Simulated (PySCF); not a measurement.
## Electronic structure of Br (bromine, neutral) at the UHF level

Configuration: [Ar] 3d10 4s2 4p5, 2P determinant. Computed with PySCF 2.14 in Sapporo-DKH3-DZP-2012, with the spin-free X2C one-electron Hamiltonian (Gaussian nucleus).

```json
{
 "Total energy": "-2604.351945 hartree",
 "One-electron energy": "-3622.5199 hartree",
 "Hartree (Coulomb) energy": "1109.3384 hartree",
 "Exchange energy": "-91.1705 hartree",
 "⟨S²⟩": "0.7562",
 "⟨L²⟩": "2.021",
 "Sum of ⟨r⟩": "25.72 bohr",
 "Sum of ⟨r²⟩": "40.03 bohr²",
 "Traceless quadrupole moment −½Σ⟨3z² − r²⟩ along its main axis": "2.24 e·bohr²",
 "Langevin diamagnetic susceptibility": "-31.7 ×10⁻⁶ cm³/mol",
 "Time after the integrals": "0.25 s of wall time on 1 thread of Neoverse-N1 (shared host)"
}
```

| shell | electrons | mean orbital energy (eV) | spread (eV) | rms radius, mean of both spins (bohr) |
| --- | --- | --- | --- | --- |
| 1s α | 1 | -13556.6 | 0 | 0.0492 |
| 1s β | 1 | -13556.5 | 0 | 0.0492 |
| 2s α | 1 | -1825.7 | 0 | 0.205 |
| 2s β | 1 | -1825.7 | 0 | 0.205 |
| 2p α | 3 | -1605.7 | 0.207 | 0.183 |
| 2p β | 3 | -1605.5 | 0.093 | 0.183 |
| 3s α | 1 | -277.54 | 0 | 0.588 |
| 3s β | 1 | -277.31 | 0 | 0.588 |
| 3p α | 3 | -205.60 | 0.659 | 0.607 |
| 3p β | 3 | -205.29 | 0.089 | 0.607 |
| 3d α | 5 | -85.966 | 0.622 | 0.651 |
| 3d β | 5 | -85.806 | 0.333 | 0.651 |
| 4s α | 1 | -29.266 | 0 | 1.83 |
| 4s β | 1 | -26.350 | 0 | 1.83 |
| 4p α | 3 | -12.941 | 1.831 | 2.28 |
| 4p β | 2 | -11.707 | 0 | 2.28 |

Densities and radii are taken from the X2C orbitals without a picture-change correction, which distorts them close to the nucleus.
